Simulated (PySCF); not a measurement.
```xyz
34

C      4.4727    -1.5320     0.4730
C      3.4367    -2.3890     0.0968
C      2.1431    -1.9055    -0.0908
C      1.8805    -0.5418     0.1047
C      2.9372     0.3174     0.4674
C      4.2243    -0.1707     0.6570
C      2.4460     1.7286     0.6154
C      1.0338     1.6971     0.0085
C      0.6427     0.2337    -0.0428
C     -0.6224    -0.2416    -0.1541
C     -1.0278    -1.6995    -0.0666
C     -2.5343    -1.6939     0.2402
C     -2.9733    -0.3032    -0.1174
C     -4.2680     0.1878    -0.2339
C     -4.4624     1.5280    -0.5731
C     -3.3644     2.3606    -0.7976
C     -2.0638     1.8744    -0.6782
C     -1.8578     0.5329    -0.3247
H      5.4820    -1.9265     0.6133
H      3.6426    -3.4502    -0.0624
H      1.3590    -2.5895    -0.4125
H      5.0355     0.5049     0.9417
H      2.4073     2.0022     1.6843
H      3.1090     2.4599     0.1285
H      1.0507     2.1173    -1.0131
H      0.3149     2.2965     0.5854
H     -0.8395    -2.2002    -1.0332
H     -0.4466    -2.2447     0.6909
H     -3.0901    -2.4673    -0.3115
H     -2.7167    -1.8807     1.3130
H     -5.1258    -0.4694    -0.0674
H     -5.4758     1.9240    -0.6736
H     -3.5247     3.4039    -1.0799
H     -1.2249     2.5369    -0.8870
```

Charge 0, multiplicity 1.

**Question.** Give the Mulliken and meta-Löwdin atomic charges from PBE-D3(BJ)/def2-SVP // PBE0-D3(BJ)/def2-SVP run with PySCF.

**Answer.** 
```csv
atom,Mulliken (e),meta-Löwdin (e)
C1,0.02,-0.11
C2,0.02,-0.11
C3,-0.05,-0.12
C4,0.09,-0.01
C5,-0.11,0.02
C6,-0.03,-0.12
C7,0.12,-0.19
C8,0.04,-0.18
C9,-0.13,-0.01
C10,-0.13,-0.01
C11,0.04,-0.18
C12,0.12,-0.19
C13,-0.11,0.02
C14,-0.03,-0.12
C15,0.02,-0.11
C16,0.02,-0.11
C17,-0.05,-0.12
C18,0.09,-0.01
H19,-0.01,0.10
H20,-0.01,0.10
H21,-0.03,0.11
H22,-0.03,0.10
H23,0.03,0.11
H24,0.02,0.10
H25,0.04,0.10
H26,0.03,0.10
H27,0.04,0.10
H28,0.03,0.10
H29,0.02,0.10
H30,0.03,0.11
H31,-0.03,0.10
H32,-0.01,0.10
H33,-0.01,0.10
H34,-0.03,0.11
```
